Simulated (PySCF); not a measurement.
Deuteron quadrupole couplings in `N#C[SiH2]OC1CC1`

Compound: C4H7NOSi.
Structure used (GFN2-xTB), in Å, numbered top down from 1:
```xyz
14
C4H7NOSi angstrom
N      1.710    2.347    1.367
C      1.789    1.327    0.850
Si     1.890   -0.339   -0.010
O      0.540   -1.198    0.187
C     -0.800   -0.983   -0.050
C     -1.496    0.223    0.501
C     -1.279    0.088   -0.980
H      2.179    0.002   -1.406
H      2.849   -1.181    0.682
H     -1.328   -1.931   -0.041
H     -0.896    0.945    1.033
H     -2.494    0.101    0.894
H     -0.537    0.724   -1.436
H     -2.126   -0.126   -1.613
```

Level: PBE0/pcSseg-1 (PySCF, non-relativistic); Q(2H) = 0.00286 b; rigid geometry, the same for H and D, with no vibrational averaging.

Question: Rank these positions by the coupling χzz of a deuteron there, largest first.
A. H8 (Si–H hydrogen)
B. H12 (methylene hydrogen)
C. H9 (Si–H hydrogen)
D. H11 (methylene hydrogen)
E. H10 (methine hydrogen)

Answer: B (224 kHz), D (219 kHz), E (209 kHz), C (112 kHz), A (104 kHz).

Question: Give the electric field gradient Vzz (the principal value of largest size), its asymmetry and the 2H coupling at each hydrogen.

Answer: 
| atom | bonded to | bond length (Å) | Vzz (au) | η | χzz (kHz) |
| --- | --- | --- | --- | --- | --- |
| H8 | Si3 | 1.466 | 0.1543 | 0.01 | 104 |
| H9 | Si3 | 1.452 | 0.1661 | 0.01 | 112 |
| H10 | C5 | 1.085 | 0.3110 | 0.13 | 209 |
| H11 | C6 | 1.079 | 0.3265 | 0.09 | 219 |
| H12 | C6 | 1.079 | 0.3331 | 0.07 | 224 |
| H13 | C7 | 1.079 | 0.3330 | 0.09 | 224 |
| H14 | C7 | 1.079 | 0.3325 | 0.07 | 223 |

Question: Average by the element that carries the hydrogen.

Answer: on Si: 108 kHz over 2 positions, mean bond length 1.459 Å; on C: 220 kHz over 5 positions, mean bond length 1.080 Å.

Question: A static deuteron (I = 1) shows a doublet split by (3/2)χ, (3/4)χ(1 + η) and (3/4)χ(1 − η) with the field along z, y and x of the gradient. What are these for H12?

Answer: With |χ| = 223.8 kHz and η = 0.067: 336, 179 and 157 kHz, to first order and without motion.

Geometry: GFN2-xTB, one conformer, isolated molecule. GFN2-xTB bond lengths can be off by several hundredths of an ångström, more for odd bonds, and the gradients follow them. A larger basis could move these couplings by a tenth or more.
